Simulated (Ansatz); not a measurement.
`C[O][Al]([OH])[O]C` + H–F → `C[O][Al]([F])[O]C` + H₂O  (ligand exchange at the Al–O bond)

Isolated molecules relaxed with PBE0-D4/def2-TZVP in Ansatz; ΔE leaves out vibrations. CCSD(T)/CBS adds triple-zeta CCSD(T) − MP2 to the extrapolated MP2 energy (def2 sets, frozen cores). This one scheme is used for every species. DFT in def2-TZVPP. One conformer a species, not always the lowest.

`C[O][Al]([OH])[O]C`:

Cartesian coordinates in Å:
```
C 1.914 0.655 -0.569
O 1.202 0.681 0.630
Al -0.289 0.180 1.220
O -0.644 0.437 2.850
O -1.471 -0.568 0.302
C -1.710 -0.963 -1.011
H 2.028 1.669 -0.968
H 1.428 0.043 -1.339
H 2.916 0.247 -0.401
H -0.007 0.854 3.428
H -0.940 -0.612 -1.709
H -2.674 -0.569 -1.351
H -1.753 -2.055 -1.080
```

H–F:

```xyz
2

F     0.318    0.131   -0.305
H    -0.318   -0.131    0.305
```

`C[O][Al]([F])[O]C`:

```xyz
12

C    -1.887    0.891   -0.099
O    -0.766    1.221   -0.862
Al    0.826    0.753   -1.047
F     1.712    1.558   -2.166
O     1.597   -0.459   -0.197
C     1.333   -1.396    0.801
H    -2.220    1.762    0.474
H    -1.696    0.075    0.607
H    -2.709    0.585   -0.754
H     1.995   -1.229    1.657
H     1.517   -2.407    0.424
H     0.298   -1.353    1.161
```

H₂O:

Cartesian coordinates in Å:
```
O 0.124 -0.135 -0.343
H -0.597 0.477 -0.182
H 0.473 -0.343 0.526
```

(1) Is it downhill or uphill in electronic energy at CCSD(T)/CBS, and by how much? (Estimate.)

(2) What do these levels give: r2SCAN-D4, r2SCANh-D4, ωB97M-V, B2PLYP, CAM-B3LYP, HF/def2-SVP, MP2/def2-SVP, CCSD(T)/def2-SVP, HF/def2-QZVPP, SCS-MP2/def2-QZVPP, HF/CBS(def2), MP2/CBS(def2)? (Best estimate.)

Largest T1 diagnostic among the species: 0.012.

## Answers

(1) Ansatz gave: Downhill: ΔE = -49.0 kJ/mol.

(2) The calculation gave: r2SCAN-D4 -48.8, r2SCANh-D4 -48.5, ωB97M-V -48.0, B2PLYP -49.5, CAM-B3LYP -50.6, HF/def2-SVP -55.7, MP2/def2-SVP -51.5, CCSD(T)/def2-SVP -52.5, HF/def2-QZVPP -55.9, SCS-MP2/def2-QZVPP -49.7, HF/CBS(def2) -56.2, MP2/CBS(def2) -48.0 kJ/mol.

In def2-TZVPP, CCSD(T) changes the Hartree–Fock value by +7.0 kJ/mol (the triples alone add +1.2 kJ/mol) and MP2 by +8.0 kJ/mol. At CCSD(T), def2-SVP lies −3.4 kJ/mol from the extrapolated value and def2-TZVPP +2.0 kJ/mol.
